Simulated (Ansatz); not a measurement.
Stepwise reaction of `[CH3][Bi]([Cl])[Cl]` with hydrogen fluoride, as a gas-phase model of exchange steps in deposition or etching. ΔE in kJ/mol; ΔG adds harmonic PBE0-D4 terms to CCSD(T)/CBS, at 1 bar.

Program: Ansatz. Geometries: PBE0-D4/def2-TZVP. ΔE: electronic, gas phase. CCSD(T)/CBS adds triple-zeta CCSD(T) − MP2 to the extrapolated MP2 energy (def2 sets, frozen cores). This one scheme is used for every species. Functionals use def2-TZVPP. B3LYP here is the variant with VWN-RPA as its local correlation; programs differ in this. Elements past krypton have def2 core potentials. For Bi outer-core shells are correlated without core-valence functions, which leaves a few kJ/mol of doubt a bond.

| step | reaction | PBE-D4 | B3LYP-D4 | ωB97M-V | CCSD(T)/CBS | ΔG(500 K) |
| --- | --- | --- | --- | --- | --- | --- |
| 2 | `[CH3][Bi]([F])[Cl]` + H–F → `[CH3][Bi]([F])[F]` + HCl | 34.7 | 36.1 | 34.7 | 40.2 | 32.0 |

(1) Give the row of step 1, `[CH3][Bi]([Cl])[Cl]` + H–F → `[CH3][Bi]([F])[Cl]` + HCl. (Best estimate.)

(2) By hand: ΔE of the 2 steps together at CCSD(T)/CBS.

Answers

(1) Computed: 
| step | reaction | PBE-D4 | B3LYP-D4 | ωB97M-V | CCSD(T)/CBS | ΔG(500 K) |
| --- | --- | --- | --- | --- | --- | --- |
| 1 | `[CH3][Bi]([Cl])[Cl]` + H–F → `[CH3][Bi]([F])[Cl]` + HCl | 36.9 | 38.7 | 37.2 | 43.5 | 35.8 |

(2) (43.5) + (40.2) = 83.7 kJ/mol, or 41.9 kJ/mol a step.

In ΔE the steps differ by no more than 3.3 kJ/mol. All are uphill at CCSD(T)/CBS. ΔG lies between 32.0 and 35.8 kJ/mol a step. PBE-D4 differs from CCSD(T)/CBS by -6.6 to -5.5 kJ/mol a step. Isolated molecules leave out the surface, adducts and barriers. Largest T1 diagnostic: 0.015.
